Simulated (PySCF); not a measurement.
CH4AlIO, SMILES [OH][Al]([I])[CH3]. Atoms are numbered in the order given.

```xyz
8

Al     0.0974    -1.3758     0.0000
I     -0.0469     1.1238     0.0000
C     -1.4937    -2.4948     0.0000
H     -2.1205    -2.2886     0.8920
H     -1.2196    -3.5687     0.0000
H     -2.1205    -2.2886    -0.8920
O      1.6455    -2.1179     0.0000
H      2.4767    -1.6168     0.0000
```
Charge 0, spin multiplicity 1.

Geometry: PBE-D3(BJ)/def2-SVP. The structure was generated by enumeration; whether it is a known compound was not checked. The def2 effective core potentials stand for the cores of I; spin–orbit coupling is left out. The values are those of a single conformer.

All values below come from PySCF 2.14.0 with TDA-PBE/def2-SVPD.

Vertical excitations. The molecule is in vacuum. State labels are in the subgroup Cs.

| state | symmetry | energy (eV) | λ (nm) | f | main pairs |
|---|---|---|---|---|---|
| S1 | A' | 5.07 | 245 | 0.044 | HOMO→LUMO 98 % |
| S2 | A" | 5.12 | 242 | 0.000 | HOMO→LUMO+1 98 % |
| S3 | A" | 5.20 | 239 | 0.031 | HOMO−1→LUMO 97 % |
| S4 | A' | 5.56 | 223 | 0.020 | HOMO−1→LUMO+1 85 % |
| S5 | A" | 6.05 | 205 | 0.000 | HOMO−2→LUMO+1 98 % |
| S6 | A' | 6.20 | 200 | 0.157 | HOMO−2→LUMO 65 %, HOMO→LUMO+2 24 % |
| S7 | A" | 6.40 | 194 | 0.032 | HOMO−3→LUMO 94 % |
| S8 | A" | 6.57 | 189 | 0.006 | HOMO−1→LUMO+2 94 % |
| S9 | A' | 6.57 | 189 | 0.097 | HOMO→LUMO+2 61 %, HOMO→LUMO+3 13 %, HOMO−2→LUMO 11 % |
| S10 | A' | 6.66 | 186 | 0.014 | HOMO−4→LUMO 64 %, HOMO−3→LUMO+1 26 % |
| T1 | A' | 4.82 | 257 | 0 | HOMO→LUMO 99 % |
| T2 | A" | 4.95 | 250 | 0 | HOMO−1→LUMO 95 % |
| T3 | A' | 4.99 | 248 | 0 | HOMO−1→LUMO+1 98 % |
| T4 | A" | 5.01 | 248 | 0 | HOMO→LUMO+1 96 % |
Triplets are in the Tamm–Dancoff approximation.
